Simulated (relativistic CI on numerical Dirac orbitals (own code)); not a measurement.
# d1 to d9 in one octahedral field

Computed with a parametric ligand-field model without spin-orbit coupling, by exact diagonalisation: B = 560, C = 2350, 10Dq = 12900 cm⁻¹ (Oh; |10Dq|/B = 23.0) for every shell. Energies in cm⁻¹; the field energy is (0.6 n_e − 0.4 n_t2) × 10Dq of the ground term; g labels are left out.

```csv
Shell,Ground term,Electrons in e,Field energy,First spin-allowed bands,Lowest term of other spin
d1,2T2,0.000,-5160,2E 12900,
d2,3T1,0.032,-9910,"3T2 11829, 3T1 19157",1T2 8371
d3,4A2,0.000,-15480,"4T2 12900, 4T1 18379",2E 11141
d4,5E,1.000,-7740,5T2 12900,3T1 1221
d5,6A1,2.000,0,none,2T2 4186
d6,1A1,0.059,-30197,"1T1 11516, 1T2 18185",5T2 5703
d7,2E,1.046,-22628,"2T1 11393, 2T2 11851",4T1 1606
d8,3A2,2.000,-15480,"3T2 12900, 3T1 18379",1E 9038
d9,2E,3.000,-7740,2T2 12900,
```

Low spin: d6, d7; the other shells keep the spin of the free ion. Only d4 to d7 can choose; the field needed to pair spins is smallest for d6 and largest for d5, which loses most exchange energy. In the strong-field picture 10Dq must exceed about 6B + 5C = 15110 (d4), 7.5B + 5C = 15950 (d5), 2.5B + 4C = 10800 (d6) and 4B + 4C = 11640 (d7); mixing of terms shifts these bounds somewhat.
